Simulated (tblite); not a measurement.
C4H10F2GeS.
Atom-mapped SMILES: `[F:1][CH:2]([F:3])[CH2:4][CH2:5][S:6][CH2:7][GeH3:8]` (hydrogens: H9 on C2; H10, H11 on C4; H12, H13 on C5; H14, H15 on C7; H16, H17, H18 on Ge8)

Computed with GFN2-xTB (tblite), gas phase: L-BFGS steps from a force-field or distance-geometry start until the largest atomic force falls under 0.01 eV/Å.

The end geometry, which sets the zero of energy:
```
atom  x, y, z in Å
F1     -3.3272    0.7433   -0.1150
C2     -2.5069   -0.3354   -0.1179
F3     -3.2242   -1.3564    0.4135
C4     -1.2605   -0.0664    0.7108
C5     -0.3024    0.8632   -0.0167
S6      0.3180    0.1761   -1.5852
C7      1.2691   -1.2670   -1.0137
Ge8     2.6209   -0.8844    0.3774
H9     -2.2844   -0.5860   -1.1667
H10    -1.5654    0.3857    1.6577
H11    -0.7844   -1.0256    0.9268
H12     0.5582    1.1014    0.6124
H13    -0.8051    1.7879   -0.3007
H14     1.7756   -1.6148   -1.9139
H15     0.5734   -2.0499   -0.7089
H16     3.3382    0.3858    0.0727
H17     1.9998   -0.7704    1.7345
H18     3.5984   -2.0103    0.4216
```

**Question.** These geometries come from the run, each turned onto the end geometry. Order them by energy, lowest first.
A.
```
atom  x, y, z in Å
F1     -3.3007    0.8098   -0.1730
C2     -2.5360   -0.3077   -0.1355
F3     -3.3177   -1.2851    0.3877
C4     -1.2969   -0.0863    0.7172
C5     -0.3017    0.8232    0.0118
S6      0.3052    0.1396   -1.5625
C7      1.2817   -1.2877   -0.9959
Ge8     2.6637   -0.8580    0.3552
H9     -2.2973   -0.5832   -1.1735
H10    -1.5999    0.3690    1.6626
H11    -0.8549   -1.0632    0.9274
H12     0.5593    1.0171    0.6550
H13    -0.7679    1.7713   -0.2584
H14     1.7737   -1.6471   -1.8998
H15     0.6021   -2.0693   -0.6549
H16     3.3184    0.4416    0.0249
H17     2.0714   -0.7657    1.7243
H18     3.6886   -1.9415    0.3763
```
B.
```
atom  x, y, z in Å
F1     -3.2444    0.8746   -0.5458
C2     -2.5956   -0.2765   -0.2513
F3     -3.5145   -1.0966    0.3192
C4     -1.4483   -0.0261    0.7161
C5     -0.3259    0.7865    0.0860
S6      0.3293    0.0785   -1.4566
C7      1.2748   -1.3399   -0.8185
Ge8     2.8631   -0.8589    0.2688
H9     -2.2763   -0.7377   -1.1988
H10    -1.8371    0.5142    1.5830
H11    -1.0896   -0.9988    1.0570
H12     0.5101    0.8892    0.7823
H13    -0.6809    1.7770   -0.1982
H14     1.5986   -1.8615   -1.7183
H15     0.5850   -1.9941   -0.2867
H16     3.1216    0.6097    0.2443
H17     2.6723   -1.2902    1.6879
H18     4.0490   -1.5727   -0.2816
```
C.
```
atom  x, y, z in Å
F1     -3.2882    0.9742   -0.1744
C2     -2.6044   -0.1950   -0.1974
F3     -3.4646   -1.1374    0.2546
C4     -1.3750   -0.1168    0.6910
C5     -0.3027    0.7312    0.0298
S6      0.3114   -0.0080   -1.5186
C7      1.2988   -1.3912   -0.8694
Ge8     2.7639   -0.8023    0.3260
H9     -2.3668   -0.4269   -1.2465
H10    -1.6622    0.3251    1.6466
H11    -1.0165   -1.1311    0.8784
H12     0.5523    0.8766    0.6926
H13    -0.6954    1.7087   -0.2518
H14     1.7322   -1.8477   -1.7580
H15     0.6338   -2.1280   -0.4175
H16     3.0808    0.6391    0.0950
H17     2.4101   -0.9810    1.7717
H18     3.9835   -1.6128    0.0366
```
D.
```
atom  x, y, z in Å
F1     -3.2826    0.9844   -0.0930
C2     -2.6350   -0.2049   -0.1502
F3     -3.4995   -1.1249    0.3436
C4     -1.3613   -0.1543    0.6789
C5     -0.3145    0.7244    0.0099
S6      0.3140    0.0241   -1.5478
C7      1.3543   -1.3399   -0.9404
Ge8     2.7587   -0.7936    0.3445
H9     -2.4561   -0.4392   -1.2105
H10    -1.6096    0.2461    1.6645
H11    -0.9953   -1.1744    0.8087
H12     0.5352    0.8895    0.6748
H13    -0.7435    1.6877   -0.2663
H14     1.8169   -1.7402   -1.8425
H15     0.7126   -2.1202   -0.5326
H16     3.2830    0.5592    0.0035
H17     2.2407   -0.7674    1.7459
H18     3.8730   -1.7795    0.2978
```
E.
```
atom  x, y, z in Å
F1     -3.2314    0.8706   -0.6119
C2     -2.6032   -0.2744   -0.2478
F3     -3.5589   -1.0695    0.2917
C4     -1.4959    0.0071    0.7612
C5     -0.3685    0.8185    0.1281
S6      0.3350    0.0648   -1.3795
C7      1.3085   -1.3713   -0.8224
Ge8     2.9162   -0.9233    0.2410
H9     -2.2294   -0.7586   -1.1604
H10    -1.9262    0.5703    1.5897
H11    -1.1280   -0.9425    1.1543
H12     0.4342    1.0312    0.8386
H13    -0.7588    1.7587   -0.2628
H14     1.6256   -1.8057   -1.7689
H15     0.6599   -2.0897   -0.3266
H16     3.1373    0.5492    0.2221
H17     2.7428   -1.3710    1.6572
H18     4.1320   -1.5877   -0.3150
```

**Answer.** A (0.002 eV), D (0.008 eV), C (0.022 eV), B (0.050 eV), E (0.091 eV).

In the order of the answer:

```
step  E above end (eV)  largest force (eV/Å)  rms force component (eV/Å)  rms distance from end (Å)  rms bond change (Å)  bond most changed (Å)
 139             0.002                  0.07                       0.020                      0.069                0.001          C7–Ge8 +0.003
  93             0.008                  0.05                       0.017                      0.221                0.001          C7–Ge8 +0.003
  63             0.022                  0.12                       0.035                      0.292                0.002         Ge8–H16 +0.004
  29             0.050                  0.06                       0.020                      0.407                0.002          C7–Ge8 +0.007
  10             0.091                  0.14                       0.050                      0.442                0.003           C4–C5 +0.006
```

The cost below is that of the whole relaxation. The run took 1.1 s wall on an Arm Neoverse V1 with one thread, shared host with 64 logical CPUs at a one-minute load of 27.
